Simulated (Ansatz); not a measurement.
Gas-phase reaction in SMILES: [H][P@TB5]([H])([H])[H] (PH4) → [H][P@TB5-]([H])([H])[H] (an electron is taken up)
Each molecule is optimised on its own at B3LYP-D3(BJ)/def2-TZVP (Ansatz, an electronic-structure program).
Geometry of the first species:
SMILES: [H][P@TB5]([H])([H])[H]
```xyz
5

P      0.0325    -0.0567     0.0507
H      0.0039    -0.0096    -1.3558
H      1.3973     0.6153     0.1230
H     -0.6512     1.1379     0.3459
H     -1.2377    -0.8936     0.1261
```
Charge 0, spin multiplicity 2.

Property: adiabatic electron affinity (electronic energy difference), positive where the reaction releases energy, in eV. Valence correlation only, unless marked. UHF or UKS for open shells. No spin-orbit coupling. Non-relativistic unless marked X2C. Anions need diffuse functions: aug- sets have them; def2-D sets add few; the other sets have none. Basis-set limits of correlation are two-point, X^-3; Hartree-Fock from the larger set.

```csv
level,program,adiabatic electron affinity (eV)
HF/cc-pV(D+d)Z,Ansatz,-0.68
```

**Question.** Estimate the value at CCSD(T)/CBS(def2-TZVPPD,def2-QZVPPD) as computed with Ansatz.

**Answer.** 0.64 eV
